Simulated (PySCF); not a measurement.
# CuN: frontier orbitals

PW91 at R = 1.814 Å; Cu def2-TZVPPD, N def2-TZVPPD; no relativity (PySCF 2.14). State: ³Σ⁻ (triplet), unpaired electrons π ↑↑. Only the outer orbitals are listed, counted within each symmetry.

```tsv
spin	orbital	occ.	ε (eV)	on Cu (%)	main shells (%)
α	8σ	1	-8.44	56	53 Cu d, 37 N p
α	3π	1	-8.22	61	60 Cu d, 38 N p
α	3π	1	-8.22	61	60 Cu d, 38 N p
α	1δ	1	-7.06	100	100 Cu d
α	1δ	1	-7.06	100	100 Cu d
α	4π	1	-6.22	43	57 N p, 40 Cu d
α	4π	1	-6.22	43	57 N p, 40 Cu d
α	9σ	1	-6.16	73	37 Cu s, 36 Cu d, 29 N p
α	10σ	0	-3.68	84	58 Cu s, 20 Cu p, 16 N p
α	5π	0	-0.63	96	92 Cu p
α	5π	0	-0.63	96	92 Cu p
β	7σ	1	-16.03	16	82 N s
β	8σ	1	-7.85	69	69 Cu d, 20 N p, 10 N s
β	3π	1	-7.40	93	93 Cu d
β	3π	1	-7.40	93	93 Cu d
β	1δ	1	-6.95	100	100 Cu d
β	1δ	1	-6.95	100	100 Cu d
β	9σ	1	-5.74	76	60 Cu s, 26 N p, 17 Cu d
β	4π	0	-3.77	26	75 N p, 18 Cu p
β	4π	0	-3.77	26	75 N p, 18 Cu p
β	10σ	0	-3.42	71	37 Cu s, 27 N p, 26 Cu p
```

Problem. Which are the highest filled and the lowest empty level, where do they sit, and how wide is the gap?

Solution. Highest filled β 9σ at -5.74 eV (in %: 60 Cu s, 26 N p, 17 Cu d); lowest empty β 4π at -3.77 eV (in %: 75 N p, 18 Cu p); the gap at PW91 is 1.97 eV.

| Quantity | Value |
| --- | --- |
| bond order (Mayer) | 1.47 |
| ⟨S²⟩ | 2.036 |
| charge on Cu (Mulliken, basis-dependent) | 0.03 |
| charge on Cu (Löwdin, basis-dependent) | 0.23 |
| dipole moment (positive dipole means Cu(−)N(+)) | -3.20 D |

The state is the lowest single determinant that the PBE0 search found; with open d or f shells the true ground state can be another one.
